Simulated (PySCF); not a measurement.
C₂H₅BS₂.
Atom-mapped SMILES: `[BH:1]1[S:2][CH2:3][CH2:4][S:5]1` (hydrogens: H6 on B1; H7, H8 on C3; H9, H10 on C4)

Geometry (PBE0-D3(BJ)/def2-SVP, Å), atoms numbered from 1 in this order:
```xyz
10
C2H5BS2 angstrom
B      1.7956    0.0520   -0.0650
S      0.8486   -1.1662   -0.9657
C     -0.7491   -0.7538   -0.1674
C     -0.7779    0.7120    0.2101
S      0.8437    1.2155    0.9002
H      2.9959    0.0863   -0.1056
H     -0.8510   -1.3959    0.7213
H     -1.5601   -1.0029   -0.8677
H     -0.9749    1.3458   -0.6686
H     -1.5532    0.9164    0.9634
```

The closed-shell ground state was solved at several levels (PySCF, density fitting, gas phase, non-relativistic).

| level | basis functions | HOMO (eV) | LUMO (eV) | gap (eV) | dipole (D) |
| --- | --- | --- | --- | --- | --- |
| CAM-B3LYP/def2-SVPD | 154 | -8.23 | 0.29 | 8.52 | 2.28 |
| B3LYP/pcSseg-2 | 264 | -6.73 | -0.98 | 5.75 | 2.28 |
| PBE0/pcSseg-1 | 124 | -7.02 | -0.79 | 6.23 | 2.30 |

What might B3LYP/6-31G* (88 basis functions) give for the same quantities?

HOMO -6.59 eV, LUMO -0.64 eV, gap 5.95 eV, dipole 2.31 D.

Over all these levels, which gives the widest orbital gap and which the narrowest?

CAM-B3LYP/def2-SVPD (range-separated hybrid) has the widest, 8.52 eV, and B3LYP/pcSseg-2 (global hybrid, 20 % exact exchange) the narrowest, 5.75 eV. Functional and basis both differ between the two, so the spread mixes both effects.

How far do the dipole and the HOMO energy spread over the levels?

The dipole runs from 2.28 to 2.31 D (mean 2.29 D) and the HOMO from -8.23 to -6.59 eV.

One conformer stands for the species.
